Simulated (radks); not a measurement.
Task: Isoelectronic series with 10 electrons, all held in the configuration [Ne], which need not be the ground one along the series. All-electron calculation, non-relativistic Kohn-Sham, PBE, spin-polarised, spherical densities, point nucleus. Program: a radial shooting solver on a logarithmic mesh with Libxc functionals. Total energies (hartree) and screening constants sigma, defined by e = -(Z - sigma)^2 / (2 n^2) hartree (* marks an orbital that is empty in some or all of the ions):

ion,E (hartree),3s*,2p,2s,1s
Ar8+,-506.14695,7.988,7.224,6.388,2.470
K9+,-571.33630,7.951,7.199,6.370,2.484
Ca10+,-640.52809,7.919,7.177,6.355,2.497
Sc11+,-713.72191,7.892,7.159,6.342,2.509
Ti12+,-790.91744,7.869,7.142,6.330,2.519
V13+,-872.11441,7.848,7.128,6.319,2.528
Cr14+,-957.31261,7.830,7.115,6.309,2.537
Fe16+,-1139.71208,7.799,7.093,6.293,2.551
Co17+,-1236.91308,7.785,7.083,6.286,2.557
Ni18+,-1338.11480,7.773,7.075,6.279,2.563
Cu19+,-1443.31714,7.762,7.067,6.273,2.569
Zn20+,-1552.52004,7.752,7.060,6.268,2.573
Ga21+,-1665.72344,7.743,7.053,6.263,2.578
Ge22+,-1782.92729,7.734,7.047,6.258,2.582
As23+,-1904.13154,7.726,7.042,6.254,2.586
Se24+,-2029.33616,7.719,7.036,6.250,2.590

Estimate the row of Mn15+.

Result: E (hartree) -1046.51188; 3s* 7.814; 2p 7.103; 2s 6.301; 1s 2.544.
